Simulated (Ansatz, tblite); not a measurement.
Forces on the cluster Si4 at its r2SCAN-D4/def2-TZVP geometry. Total charge 0; singlet.

The xTB rows come from tblite. The structure comes from a short search, and lower isomers may exist.

GFN2-xTB (tblite), largest force 0.56 eV/Å:

```xyz
4
positions Å, forces eV/Å
Si   -0.676   -0.768   -1.696    0.178    0.196    0.440
Si    0.674    0.772    1.695   -0.172   -0.203   -0.439
Si    0.834    0.604   -0.606    0.388    0.287   -0.285
Si   -0.831   -0.607    0.607   -0.393   -0.280    0.284
```

PBE-D4/def2-TZVP (Ansatz), largest force 0.28 eV/Å:

```
Si -0.071 -0.081 -0.177
Si 0.071 0.081 0.178
Si 0.194 0.141 -0.142
Si -0.194 -0.141 0.142
```

PBE0-D4/def2-TZVP (Ansatz), largest force 0.15 eV/Å:

```
Si 0.053 0.058 0.131
Si -0.051 -0.061 -0.131
Si -0.021 -0.014 0.014
Si 0.019 0.016 -0.015
```
